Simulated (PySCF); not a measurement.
Atom-mapped SMILES (the numbers label the heavy atoms): `[CH2:1]=[CH:2][C:3](=[CH2:4])[O:5][SiH2:6][CH2:7][SiH3:8]`. Hydrogens are named by the atom that carries them. Ha(C4) is cis to C2; Ha(C1) is cis to C3; Hb(C4) is trans to C2; Hb(C1) is trans to C3.

Theoretical values (PySCF 2.14): σ from GIAO-PBE0/pcSseg-1, geometry: PBE0-D3(BJ)/def2-SVP. Non-relativistic, no solvent, fast rotation and ring inversion assumed for equivalent nuclei, single conformer.

References, each an isolated molecule treated in the same way: ¹³C and ¹H and ²⁹Si vs TMS; ¹⁷O against H2O.

```csv
atoms,nucleus,count,δ (ppm)
Hb(C1),¹H,1,5.51
C3,¹³C,1,?
H(Si8),¹H,3,4.05
Ha(C1),¹H,1,6.03
C4,¹³C,1,99.3
Si6,²⁹Si,1,-14.8
C2,¹³C,1,141.6
O5,¹⁷O,1,108.0
C1,¹³C,1,124.3
Hb(C4),¹H,1,4.74
H(C2),¹H,1,?
Si8,²⁹Si,1,-66.1
H(C7),¹H,2,?
Ha(C4),¹H,1,?
H(Si6),¹H,2,?
C7,¹³C,1,-7.2
```

Task: Estimate the values marked ?.

Result: 
- C3: 164.3 ppm, alkene carbon bearing oxygen; an sp2 carbon further deshielded by the attached heteroatom
- H(C2): 6.20 ppm, hydrogen on an alkene CH; a vinylic proton, deshielded by the sp2 carbon and the C=C anisotropy
- H(Si6): 5.18 ppm, hydrogen on a silicon bonded to C, O
- Ha(C4): 4.43 ppm, hydrogen on a β carbon of an enol-ether or enamine type C=C; lone-pair donation from O or N shields it, upfield of ordinary alkene protons
- H(C7): -0.11 ppm, hydrogen on an sp3 CH2 bonded to 2 Si; an electropositive neighbour shields it, as in TMS itself

Shifts are as computed. Against solution values, carbons near 30 ppm lie about +2 ppm off and those near 130 ppm about +5 ppm. Of 1211 compounds with measured shifts, 218 miss one by over three times the rms of a fit or turn the order of signals round; such compounds aren't used in these exercises. Experimental scales use liquid or dissolved standards, which lie at an offset from isolated H2O (liquid H2O: subtract about 36 ppm).
